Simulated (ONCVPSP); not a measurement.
## S (Z = 16), ONCV: configuration errors across variants

ONCVPSP 4.0.1 input, shortened (lines: element, Z, core and valence counts, functional; n l f; lmax; l rc ep ncon nbas qcut; lloc lpopt rc5 dvloc0; l nproj debl; icmod fcfact rcfact), PBE, scalar-relativistic:

```
  S 16.00    1    4        4      upf
    1    0    2.00
    2    0    2.00
    2    1    6.00
    3    0    2.00
    3    1    4.00
    2
    0    0.75    0.00    4    7   20.50
    1    0.80    0.00    4    7   17.30
    2    0.65    0.29    4    8   16.00
    4    5    0.40    3.00
    0    2    0.50
    1    2    1.80
    2    2    2.40
    3    3.50    1.45
```

All-electron excitation energies from the reference (eV): (1) 2s2 2p6 3s2 3p3 11.769; (2) 2s2 2p6 3s2 3p2 34.052; (3) 2s2 2p6 3s2 3p1 68.094; (4) 2s1 2p6 3s2 3p4 227.313.

Errors AE − PS in meV (a dash: test not solved or not reliable):

| change | (1) | (2) | (3) | (4) | bound ghosts | GHOST(+) flags above zero |
| --- | --- | --- | --- | --- | --- | --- |
| base | +0.7 | +3.1 | +10.0 | -378 | none | none |
| all radii but the core radius scaled by about 0.80 (s 0.60, p 0.64, d 0.52 bohr); local potential polynomial inside 0.32 bohr (lpopt 5, dvloc0 3 Ha) | +0.9 | +3.1 | +8.5 | -174 | none | d |
| all radii but the core radius scaled by about 0.85 (s 0.64, p 0.68, d 0.56 bohr); local potential polynomial inside 0.34 bohr (lpopt 5, dvloc0 3 Ha) | +0.9 | +3.2 | +9.1 | -228 | none | d |
| all radii but the core radius scaled by about 0.92 (s 0.68, p 0.74, d 0.60 bohr); local potential polynomial inside 0.36 bohr (lpopt 5, dvloc0 3 Ha) | +0.8 | +3.2 | +9.7 | -299 | none | none |
| all radii but the core radius scaled by about 1.05 (s 0.80, p 0.84, d 0.68 bohr); local potential polynomial inside 0.42 bohr (lpopt 5, dvloc0 3 Ha) | +0.6 | +2.9 | +10 | -430 | none | none |
| all radii but the core radius scaled by about 1.13 (s 0.84, p 0.90, d 0.74 bohr); local potential polynomial inside 0.44 bohr (lpopt 5, dvloc0 3 Ha) | +0.4 | +2.7 | +10 | -536 | none | none |
| all radii but the core radius scaled by about 1.25 (s 0.94, p 1.00, d 0.82 bohr); local potential polynomial inside 0.50 bohr (lpopt 5, dvloc0 3 Ha) | +0.2 | +2.3 | +9.7 | -610 | none | none |
| all radii but the core radius scaled by about 1.31 (s 0.98, p 1.04, d 0.86 bohr); local potential polynomial inside 0.52 bohr (lpopt 5, dvloc0 3 Ha) | +0.1 | +2.1 | +9.1 | -732 | none | none |

(1) Give the same row for: all radii but the core radius scaled by about 1.18 (s 0.88, p 0.94, d 0.78 bohr); local potential polynomial inside 0.48 bohr (lpopt 5, dvloc0 3 Ha).

Answers

(1) +0.4, +2.7, +10, -702; bound ghosts: none; GHOST(+) flags above zero: none.
